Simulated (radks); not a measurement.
Question: Isoelectronic series with 13 electrons, all held in the configuration [Ne] 3s2 3p1, which need not be the ground one along the series. All-electron calculation, scalar-relativistic Kohn-Sham, PBE, spin-unpolarised, spherical densities, finite nucleus; Fermi nuclear charge, rms radius of each element as measured or else 0.836 A^(1/3) + 0.57 fm. Program: a radial shooting solver on a logarithmic mesh with Libxc functionals. Total energies (hartree) and mean radii <r> (bohr):

ion,E (hartree),3p,3s,2p,2s
Al,-242.68455,3.448,2.543,0.6034,0.6261
P2+,-340.84070,1.971,1.743,0.4842,0.5191
Cl4+,-456.66008,1.446,1.352,0.4046,0.4426
K6+,-590.15737,1.154,1.111,0.3475,0.3854
Sc8+,-741.39129,0.9647,0.9460,0.3045,0.3410
V10+,-910.44256,0.8302,0.8246,0.2710,0.3056
Mn12+,-1097.40753,0.7293,0.7312,0.2441,0.2768
Co14+,-1302.39645,0.6506,0.6569,0.2220,0.2527
Cu16+,-1525.53237,0.5874,0.5963,0.2035,0.2325
Ga18+,-1766.95111,0.5355,0.5459,0.1879,0.2151
As20+,-2026.80155,0.4920,0.5033,0.1744,0.2000
Br22+,-2305.24588,0.4550,0.4667,0.1627,0.1869
Rb24+,-2602.45976,0.4231,0.4349,0.1524,0.1752
Nb28+,-3253.96801,0.3710,0.3825,0.1353,0.1556
Tc30+,-3608.68560,0.3494,0.3606,0.1280,0.1473
Rh32+,-3983.02114,0.3302,0.3409,0.1215,0.1397
Ag34+,-4377.22831,0.3129,0.3232,0.1155,0.1328
In36+,-4791.57536,0.2972,0.3071,0.1101,0.1265
Sb38+,-5226.35225,0.2830,0.2924,0.1052,0.1207
I40+,-5681.86709,0.2701,0.2789,0.1006,0.1154
Cs42+,-6158.4518,0.2582,0.2666,0.09641,0.1104

Estimate the row of La44+.

Answer: E (hartree) -6656.4583; 3p 0.2473; 3s 0.2551; 2p 0.09253; 2s 0.1058.
